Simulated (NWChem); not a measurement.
# C₆H₅O, doublet; SMILES [O]c1ccccc1

Results from NWChem. Pople sets run with spherical d functions. Spin-unrestricted. In the optimisation the excess spin sits in b1 (C2v, its own frame). All runs use the structure optimised with PBE0/def2-SVP, spin-unrestricted. No frequency run checked for a minimum. No stability test was run on the SCF state. Level: M06-2X/6-31G* with COSMO at NWChem's default radii, gas-phase geometry; the question gives the dielectric constant. Reactions with the solvent are ignored.

Q: What does the run give for dielectric constant 78.4? Quantities: electrostatic solvation energy (kcal/mol); dipole in solution (D).

A: 
* **electrostatic solvation energy (kcal/mol)**: -6.7
* **dipole in solution (D)**: 5.38
